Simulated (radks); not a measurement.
Results of a calculation; reference values are marked as such.
Task: The xenon ion Xe9+, 45 electrons, occupied as [Kr] 4d9. Code: a radial shooting solver on a logarithmic mesh with Libxc functionals. Model: scalar-relativistic Kohn-Sham, PBE, spin-polarised, spherical densities, finite nucleus; open shells are filled with parallel spins first (spin-orbit coupling, left out, can overturn this in heavy ions); Fermi nuclear charge, rms radius 4.7859 fm. Some entries of the table are withheld. Estimate them.

orbital,occ.,eigenvalue (hartree),<r> (bohr),r(max) (bohr)
1s up,1,-1268.406,0.02666,0.01716
1s down,1,-1268.406,0.02666,0.01716
2s up,1,-201.8496,0.1146,0.09696
2s down,1,-201.8350,0.1146,0.09696
2p up,3,-181.6704,0.1003,0.07780
2p down,3,-181.6592,0.1003,0.07780
3s up,1,-45.40096,0.3062,0.2788
3s down,1,-45.39409,0.3062,0.2788
3p up,3,-38.88256,0.3041,0.2727
3p down,3,-38.87469,0.3041,0.2727
3d up,5,(1),0.2805,0.2258
3d down,5,(2),0.2805,0.2258
4s up,1,-12.27967,0.7088,(3)
4s down,1,-12.23628,0.7088,(4)
4p up,3,-10.18529,0.7511,0.6887
4p down,3,-10.14208,0.7513,0.6886
4d up,5,-7.10040,(5),0.7354
4d down,4,-7.05872,(6),0.7354

Result: 
(1) 3d up eigenvalue (hartree): -29.22356
(2) 3d down eigenvalue (hartree): -29.21113
(3) 4s up r(max) (bohr): 0.6582
(4) 4s down r(max) (bohr): 0.6580
(5) 4d up <r> (bohr): 0.8332
(6) 4d down <r> (bohr): 0.8341
